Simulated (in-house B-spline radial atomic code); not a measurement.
Atomic self-consistent-field run: Ce⁷⁺. Computed with a radial B-spline atomic code at the basis-set limit: scalar-relativistic (X2C) wB97X, spin-polarised, spherical fractional occupations, Fermi nucleus of rms radius 4.8771 fm.

Command:
```bash
python run_scf.py task.json out
```
Settings (nuclear radius in fm, mass in u):
```
Z                58
configuration    [Kr] 4d10 5s2 5p3
hamiltonian      x2c
method           wb97x
spin_polarised   True
nucleus          fermi
rms_radius       4.8771
atomic_mass      139.90545
speed_of_light   137.035999084
```

Output (hartree, bohr):
```
 radial grid: 67 intervals, B-splines of order 8, outer radius 18.8312 bohr

 iter        energy (Eh)    residual
    1       -8817.976911    1.25e+00
    2       -8840.904305    6.66e-01
    3       -8848.017769    1.87e-01
    4       -8848.560515    6.18e-02
    5       -8848.598374    2.28e-02
    6       -8848.607178    2.63e-03
    7       -8848.607216    4.52e-04
    8       -8848.607217    3.55e-05
    9       -8848.607217    3.20e-06
   10       -8848.607217    2.36e-07

 total energy                     -8848.60722
 kinetic                            9497.1963
 electron-nucleus                 -21382.1066
 Hartree                            3245.6393
 exact exchange                      -39.6512
 exchange-correlation               -169.6851

 orbital      occ     eigenvalue          <r>       <r^2>       <1/r>       r_max
 1s up      1.000     -1482.9402    0.0239116  0.00078674     67.1635     0.01495
 1s down    1.000     -1482.9289    0.0239114 0.000786731     67.1639     0.01495
 2s up      1.000      -241.1921     0.104603   0.0129738     15.3891     0.08893
 2s down    1.000      -241.1859     0.104602   0.0129735      15.389     0.08893
 2p up      3.000      -216.5921    0.0920131   0.0103505     13.9222      0.0713
 2p down    3.000      -216.5811    0.0920146   0.0103507      13.922      0.0713
 3s up      1.000       -55.1239     0.278082   0.0884926     5.48705      0.2547
 3s down    1.000       -55.1142     0.278068   0.0884799     5.48694      0.2547
 3p up      3.000       -47.2456     0.276074   0.0884406     5.06084      0.2492
 3p down    3.000       -47.2331     0.276073   0.0884363     5.06057      0.2492
 3d up      5.000       -35.9376     0.253416   0.0756886     4.76393      0.2052
 3d down    5.000       -35.9277     0.253395   0.0756731     4.76414      0.2052
 4s up      1.000       -14.1293      0.63402    0.453265     2.26593       0.592
 4s down    1.000       -14.1071     0.634161    0.453283     2.26405      0.5924
 4p up      3.000       -11.5176     0.669321    0.508763     2.06495      0.6171
 4p down    3.000       -11.4943      0.66942    0.508635     2.06315      0.6177
 4d up      5.000        -7.6995     0.732597    0.620212     1.80447      0.6485
 4d down    5.000        -7.6765     0.730123    0.615171     1.80851      0.6487
 5s up      1.000        -4.7372      1.39861      2.1744    0.960235       1.319
 5s down    1.000        -4.5652      1.39926     2.18091     0.96369       1.312
 5p up      3.000        -3.9339      1.52495     2.59004    0.865999       1.435
```

Run time, properties included: 1.3 s on 1 thread of x86-64 server CPU (shared host).

One-electron X2C: radii and densities carry no picture-change correction, so inner-shell <1/r> comes out high (for 1s by about 2 % at Z = 33, 5 % at 54, 10 % at 75, 30 % at 118) and <r> low.
